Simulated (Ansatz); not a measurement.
Abridged output of a molecular run in Ansatz:

```
Functional definition: HF
1182 factors; integrals over basis functions are off by at most 8.8e-4 eV
mean field evaluation 1: about -25598.6025 eV, gradient 3.8e1 eV
mean field evaluation 2: about -25598.9352 eV, gradient 3.9e1 eV
mean field evaluation 4: about -25602.3309 eV, gradient 4.0e0 eV
mean field evaluation 8: about -25602.4145 eV, gradient 4.9e-1 eV
mean field evaluation 16: about -25602.4168 eV, gradient 1.9e-6 eV
mean field -25602.41683250 eV, -940.8714646531 hartree, gradient 1.9e-6 eV, S^2 0.000000; 0 other end points of the search recorded, 0 dependent functions left out
13 core orbitals not correlated: weight in the atoms' cores, before any rotation towards them, 1.000 or more for the frozen orbitals, at most 0.000 for the correlated occupied ones
reference -25602.41683250 eV, -940.8714646531 hartree; 14, 14 occupied and 164, 164 virtual orbitals, 1182 factors
second order -24.17927786 eV of doubles, -0.00000000 eV of singles
cycle   1  -24.09715887 eV  change    8.2e-2 eV  update   1.1e-1
cycle   2  -24.70375480 eV  change   -6.1e-1 eV  update   3.6e-2
cycle   3  -24.84509349 eV  change   -1.4e-1 eV  update   1.8e-2
cycle   4  -24.82971707 eV  change    1.5e-2 eV  update   4.9e-3
cycle   5  -24.82636346 eV  change    3.4e-3 eV  update   2.5e-3
cycle   6  -24.82792024 eV  change   -1.6e-3 eV  update   8.1e-4
cycle   7  -24.82767352 eV  change    2.5e-4 eV  update   3.5e-4
cycle   8  -24.82751532 eV  change    1.6e-4 eV  update   1.2e-4
cycle   9  -24.82755924 eV  change   -4.4e-5 eV  update   5.4e-5
cycle  10  -24.82757296 eV  change   -1.4e-5 eV  update   2.1e-5
perturbative correction -1.12573377 eV, -0.0413699529 hartree
Total energy: -25628.37013923 eV, -941.8252310835 hartree
```

Its atoms:

```xyz
6

F    -1.325   -0.798    1.785
C    -0.517   -0.259    0.904
N     0.588    0.330    1.114
Si    0.196    0.253   -0.615
Cl    1.234   -0.990   -1.828
H    -0.176    1.464   -1.360
```

Which basis set was used?
A. cc-pV(D+d)Z
B. cc-pV(Q+d)Z
C. def2-SVP
D. def2-TZVPP

D. It gives 191 functions.

Write the keys of the input that set method, charge and spin (a neutral closed shell needs none for the last two).


```yaml
correlation: {method: ccsd_t}
```
